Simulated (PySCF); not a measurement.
## Spinor energies of Cd⁺ (cadmium, charge +1)

Start: [Kr] 4d9 5s2; 4d3/2 filled at m_j = -3/2, -1/2, +1/2, +3/2; 4d5/2 filled at m_j = -3/2, -1/2, +1/2, +3/2, +5/2. Calculated with PySCF 2.14 in x2c-TZVPall-2c with one added diffuse shell each of s, p, d type (9s10p8d1f, 86 functions): generalised Hartree-Fock with the X2C-1e Hamiltonian and a Gaussian nucleus; one run each with spin-orbit coupling (SO) switched off, then screened by Boettger's factors. This is a chosen level, not necessarily the ground level.

```json
{"spinor shell": "1s1/2", "electrons": "2", "ε, spin-free (eV)": "-26860.8", "ε, screened SO (eV)": "-26858.6", "weight of nominal j (screened SO)": "1.000", "rms radius, screened SO (bohr)": "0.0348"}
{"spinor shell": "2s1/2", "electrons": "2", "ε, spin-free (eV)": "-4088.9", "ε, screened SO (eV)": "-4088.2", "weight of nominal j (screened SO)": "1.000", "rms radius, screened SO (bohr)": "0.142"}
{"spinor shell": "2p1/2", "electrons": "2", "ε, spin-free (eV)": "-3663.3", "ε, screened SO (eV)": "-3796.6", "weight of nominal j (screened SO)": "1.000", "rms radius, screened SO (bohr)": "0.124"}
{"spinor shell": "2p3/2", "electrons": "4", "ε, spin-free (eV)": "-3663.3", "ε, screened SO (eV)": "-3601.9", "weight of nominal j (screened SO)": "1.000", "rms radius, screened SO (bohr)": "0.128"}
{"spinor shell": "3s1/2", "electrons": "2", "ε, spin-free (eV)": "-812.23", "ε, screened SO (eV)": "-812.03", "weight of nominal j (screened SO)": "1.000", "rms radius, screened SO (bohr)": "0.381"}
{"spinor shell": "3p1/2", "electrons": "2", "ε, spin-free (eV)": "-669.11", "ε, screened SO (eV)": "-693.73", "weight of nominal j (screened SO)": "1.000", "rms radius, screened SO (bohr)": "0.375"}
{"spinor shell": "3p3/2", "electrons": "4", "ε, spin-free (eV)": "-669.11", "ε, screened SO (eV)": "-657.68", "weight of nominal j (screened SO)": "1.000", "rms radius, screened SO (bohr)": "0.386"}
{"spinor shell": "3d3/2", "electrons": "4", "ε, spin-free (eV)": "-445.77", "ε, screened SO (eV)": "-450.15", "weight of nominal j (screened SO)": "0.999", "rms radius, screened SO (bohr)": "0.362"}
{"spinor shell": "3d5/2", "electrons": "6", "ε, spin-free (eV)": "-445.77", "ε, screened SO (eV)": "-442.64", "weight of nominal j (screened SO)": "0.999", "rms radius, screened SO (bohr)": "0.365"}
{"spinor shell": "4s1/2", "electrons": "2", "ε, spin-free (eV)": "-143.18", "ε, screened SO (eV)": "-143.13", "weight of nominal j (screened SO)": "1.000", "rms radius, screened SO (bohr)": "0.937"}
{"spinor shell": "4p1/2", "electrons": "2", "ε, spin-free (eV)": "-98.379", "ε, screened SO (eV)": "-103.42", "weight of nominal j (screened SO)": "0.988", "rms radius, screened SO (bohr)": "1.01"}
{"spinor shell": "4d3/2", "electrons": "4", "ε, spin-free (eV)": "-33.084", "ε, screened SO (eV)": "-33.820", "weight of nominal j (screened SO)": "0.915", "rms radius, screened SO (bohr)": "1.31"}
{"spinor shell": "4d5/2", "electrons": "5", "ε, spin-free (eV)": "-33.084", "ε, screened SO (eV)": "-32.517", "weight of nominal j (screened SO)": "0.932", "rms radius, screened SO (bohr)": "1.33"}
{"spinor shell": "5s1/2", "electrons": "2", "ε, spin-free (eV)": "-16.878", "ε, screened SO (eV)": "-16.875", "weight of nominal j (screened SO)": "1.000", "rms radius, screened SO (bohr)": "2.83"}
```

(1) Where does 4p3/2 lie, and what is the 4p spin-orbit splitting (screened SO)?

```tsv
quantity	spin-free	screened SO
E (hartree)	-5590.17383	-5591.30929
M_J	5/2	5/2
⟨J²⟩	8.756	8.756
⟨L²⟩	6.005	6.020
⟨S²⟩	0.751	0.766
```

Each row is a mean over spinors that exchange with the open shell spreads, by up to 5.875 eV (4p3/2).

Breit and QED terms are absent; they matter most for the inner s and p1/2 levels.

Densities and radii are taken from the X2C orbitals without a picture-change correction, which distorts them close to the nucleus.

Without spin-orbit coupling the j labels of p, d and f shells carry no meaning; the spin-free column gives the mean over the occupied spinors of each nl shell.

## Answers

(1) At -95.990 eV, 7.426 eV above 4p1/2.
